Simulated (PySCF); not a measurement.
All values below come from CAM-B3LYP-D3(BJ)/def2-TZVP in PySCF. Gas-phase values, no solvent. One relaxed conformer stands for a flexible species; it need not be the lowest. Excitations are Tamm–Dancoff values on a coarser integration grid. The basis has no diffuse functions, so Rydberg states are missing or too high.

Reference species (SMILES): `C=C(B)C(C)=C` (neutral, multiplicity 1).

```json
{
  "HOMO": "-8.19 eV",
  "S1 excitation (TDA)": "4.80 eV",
  "T1 excitation (TDA)": "3.03 eV",
  "S1–T1 gap (TDA)": "1.77 eV"
}
```

Changed species: `BC(=C)/C=C\C`.

### Question
What does the change do to the HOMO, S1 excitation (TDA), T1 excitation (TDA) and S1–T1 gap (TDA)?

### Answer
the HOMO increases by 0.13 eV, to -8.06 eV; the S1 excitation (TDA) falls by 0.06 eV, to 4.74 eV; the T1 excitation (TDA) goes up by 0.05 eV, to 3.08 eV; the S1–T1 gap (TDA) falls by 0.11 eV, to 1.66 eV.
